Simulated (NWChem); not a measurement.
System: Ge cation, doublet

Parts of the log:

```
             Northwest Computational Chemistry Package (NWChem) 7.3.0
             --------------------------------------------------------

                             Geometry "geometry" -> ""
                             -------------------------

 Output coordinates in angstroms (scale by  1.889725989 to convert to a.u.)

  No.       Tag          Charge          X              Y              Z
 ---- ---------------- ---------- -------------- -------------- --------------
    1 Ge                  32.0000     0.00000000     0.00000000     0.00000000

 Effective nuclear repulsion energy (a.u.)       0.0000000000

  pbe96 is a nonlocal functional; adding pw91lda local functional.

                                 NWChem DFT Module
                                 -----------------

 Summary of "ao basis" -> "ao basis" (spherical)
 ------------------------------------------------------------------------------
       Tag                 Description            Shells   Functions and Types
 ---------------- ------------------------------  ------  ---------------------
 Ge                       aug-cc-pvdz               14       36   6s5p3d

            General Information
            -------------------
          SCF calculation type: DFT
          Wavefunction type:  spin polarized.
          No. of atoms     :     1
          No. of electrons :    31
           Alpha electrons :    16
            Beta electrons :    15
          Charge           :     1
          Spin multiplicity:     2
          Use of symmetry is: off; symmetry adaption is: off
          Maximum number of iterations: 150
          AO basis - number of functions:    36
                     number of shells:    14
          Convergence on energy requested:  1.00D-06
          Convergence on density requested:  1.00D-05
          Convergence on gradient requested:  5.00D-04

              XC Information
              --------------
          PerdewBurkeErnzerhof Exchange Functional  1.000
            Perdew 1991 LDA Correlation Functional  1.000 local
           PerdewBurkeErnz. Correlation Functional  1.000 non-local

             Grid Information
             ----------------
          Grid used for XC integration:  medium
          Radial quadrature: Mura-Knowles
          Angular quadrature: Lebedev.
          Tag              B.-S. Rad. Rad. Pts. Rad. Cut. Ang. Pts.
          ---              ---------- --------- --------- ---------
          Ge                  1.25      112          11.0       590
          Grid pruning is: on
          Number of quadrature shells:   112
          Spatial weights used:  Erf1

      Superposition of Atomic Density Guess
      -------------------------------------

 Sum of atomic energies:       -2075.27831531

 Renormalizing density from      32.00 to     31

      Non-variational initial energy
      ------------------------------

 Total energy =   -2035.011601
 1-e energy   =   -2803.453704
 2-e energy   =     768.442103
 HOMO         =      -0.493525
 LUMO         =      -0.493525

     ---------------------------------------------
      Total Density - Mulliken Population Analysis
     ---------------------------------------------

    Atom       Charge   Shell Charges
 -----------   ------   -------------------------------------------------------
    1 Ge  32    31.00   2.00  2.00  1.98  1.64  0.34  0.03  6.00  5.96  0.72  0.32  0.00 10.09 -0.10  0.01

     --------------------------------------------
      Spin Density - Mulliken Population Analysis
     --------------------------------------------

    Atom       Charge   Shell Charges
 -----------   ------   -------------------------------------------------------
    1 Ge  32     1.00   0.00  0.00  0.00  0.00  0.00  0.00 -0.00  0.00  0.69  0.31  0.00  0.00  0.00  0.00

   convergence    iter        energy       DeltaE   RMS-Dens  Diis-err
 ---------------- ----- ----------------- --------- --------- ---------
 d= 0,ls=0.0,diis     1  -2076.1310500611 -2.08D+03  1.85D-02  4.60D-01
                                                     1.66D-02  4.79D-01
 d= 0,ls=0.5,diis     2  -2076.2292997180 -9.82D-02  5.06D-03  1.75D-01
                                                     4.75D-03  1.71D-01
 d= 0,ls=0.5,diis     3  -2076.2806259375 -5.13D-02  1.41D-03  5.80D-03
                                                     1.25D-03  5.02D-03
 d= 0,ls=0.5,diis     4  -2076.2829518013 -2.33D-03  3.97D-04  2.74D-04
                                                     2.79D-04  1.75D-04
 d= 0,ls=0.5,diis     5  -2076.2831035044 -1.52D-04  1.60D-04  3.92D-05
                                                     8.09D-05  1.66D-05
  Resetting Diis
 d= 0,ls=0.5,diis     6  -2076.2831299085 -2.64D-05  8.14D-05  8.99D-06
                                                     3.28D-05  2.29D-06
 d= 0,ls=0.5,diis     7  -2076.2831369329 -7.02D-06  5.16D-05  2.61D-06
                                                     2.54D-05  4.61D-07
 d= 0,ls=0.5,diis     8  -2076.2831392295 -2.30D-06  2.46D-05  6.86D-07
                                                     8.84D-06  8.18D-08
 d= 0,ls=0.5,diis     9  -2076.2831398482 -6.19D-07  1.43D-05  2.29D-07
                                                     5.30D-06  1.29D-08
 d= 0,ls=0.5,diis    10  -2076.2831400556 -2.07D-07  8.64D-06  8.51D-08
                                                     1.97D-06  3.29D-09

         Total DFT energy =    -2076.283140133576
      One electron energy =    -2882.047476452082
           Coulomb energy =      884.112313322033
    Exchange-Corr. energy =      -78.347977003527
 Nuclear repulsion energy =        0.000000000000

 Numeric. integr. density =       31.000000000046

                    DFT Final Alpha Molecular Orbital Analysis
                    ------------------------------------------

 Vector   14  Occ=1.000000D+00  E=-1.456667D+00
              MO Center= -8.2D-17, -9.1D-17, -6.8D-18, r^2= 1.9D-01
   Bfn.  Coefficient  Atom+Function         Bfn.  Coefficient  Atom+Function
  ----- ------------  ---------------      ----- ------------  ---------------
    23      0.738108  1 Ge d -1              24      0.552642  1 Ge d  0
    25     -0.260546  1 Ge d  1              26     -0.197023  1 Ge d  2
    22      0.158893  1 Ge d -2              28      0.026427  1 Ge d -1

 Vector   15  Occ=1.000000D+00  E=-7.286847D-01
              MO Center=  4.3D-16, -1.0D-15,  5.0D-16, r^2= 1.4D+00
   Bfn.  Coefficient  Atom+Function         Bfn.  Coefficient  Atom+Function
  ----- ------------  ---------------      ----- ------------  ---------------
     4      0.741720  1 Ge s                  5      0.343841  1 Ge s
     3      0.096966  1 Ge s

 Vector   16  Occ=1.000000D+00  E=-4.311806D-01
              MO Center=  1.6D-16, -2.9D-15,  1.4D-15, r^2= 2.1D+00
   Bfn.  Coefficient  Atom+Function         Bfn.  Coefficient  Atom+Function
  ----- ------------  ---------------      ----- ------------  ---------------
    15      0.539951  1 Ge pz                18      0.393991  1 Ge pz
    14      0.329288  1 Ge py                17      0.240274  1 Ge py
    13      0.116236  1 Ge px                16      0.084815  1 Ge px
    12      0.028617  1 Ge pz

 Vector   17  Occ=0.000000D+00  E=-4.226605D-01
              MO Center=  1.4D-15, -3.9D-15, -2.2D-15, r^2= 2.1D+00
   Bfn.  Coefficient  Atom+Function         Bfn.  Coefficient  Atom+Function
  ----- ------------  ---------------      ----- ------------  ---------------
    13      0.619761  1 Ge px                16      0.443369  1 Ge px
    14     -0.186288  1 Ge py                17     -0.133268  1 Ge py
    10      0.033511  1 Ge px

 Vector   18  Occ=0.000000D+00  E=-4.226604D-01
              MO Center=  1.4D-15, -1.5D-16,  6.3D-16, r^2= 2.1D+00
   Bfn.  Coefficient  Atom+Function         Bfn.  Coefficient  Atom+Function
  ----- ------------  ---------------      ----- ------------  ---------------
    14      0.523993  1 Ge py                17      0.374858  1 Ge py
    15     -0.351046  1 Ge pz                18     -0.251134  1 Ge pz
    13      0.146281  1 Ge px                16      0.104648  1 Ge px
    11      0.028332  1 Ge py

 Vector   19  Occ=0.000000D+00  E=-1.682705D-01
              MO Center=  1.3D-14, -1.3D-14,  7.8D-15, r^2= 9.0D+00
   Bfn.  Coefficient  Atom+Function         Bfn.  Coefficient  Atom+Function
  ----- ------------  ---------------      ----- ------------  ---------------
     6      1.446452  1 Ge s                  5     -0.508904  1 Ge s
     4     -0.505828  1 Ge s                  3     -0.197208  1 Ge s
     2     -0.044097  1 Ge s                 33      0.036638  1 Ge d -1
    34      0.027431  1 Ge d  0

                     DFT Final Beta Molecular Orbital Analysis
                     -----------------------------------------

 Vector   13  Occ=1.000000D+00  E=-1.455362D+00
              MO Center= -9.2D-17, -2.2D-16, -4.4D-16, r^2= 1.9D-01
   Bfn.  Coefficient  Atom+Function         Bfn.  Coefficient  Atom+Function
  ----- ------------  ---------------      ----- ------------  ---------------
    24      0.737739  1 Ge d  0              23     -0.454981  1 Ge d -1
    26      0.445827  1 Ge d  2              25     -0.137897  1 Ge d  1
    22     -0.125684  1 Ge d -2

 Vector   14  Occ=1.000000D+00  E=-1.450737D+00
              MO Center=  3.3D-17,  6.7D-17, -1.6D-17, r^2= 1.9D-01
   Bfn.  Coefficient  Atom+Function         Bfn.  Coefficient  Atom+Function
  ----- ------------  ---------------      ----- ------------  ---------------
    23      0.739198  1 Ge d -1              24      0.553458  1 Ge d  0
    25     -0.260930  1 Ge d  1              26     -0.197314  1 Ge d  2
    22      0.159128  1 Ge d -2

[...]

                         DFT ENERGY GRADIENTS

    atom               coordinates                        gradient
                 x          y          z           x          y          z
   1 Ge      0.000000   0.000000   0.000000   -0.000000   0.000000   0.000000
```

Level: PBE/aug-cc-pVDZ, spin-unrestricted. The open p shell is one determinant without spherical averaging. No stability test was run on the SCF state.

Q: Reconstruct the input file.

A: Several could match; the one computed here: the input that was run:
```
start job
memory heap 200 mb stack 900 mb global 1100 mb
charge 1
geometry units angstroms noautoz
  Ge     0.000000     0.000000     0.000000
end
basis spherical
  * library aug-cc-pvdz
end
dft
  odft
  mult 2
  xc xpbe96 cpbe96
  iterations 150
  mulliken
end
task dft gradient
```
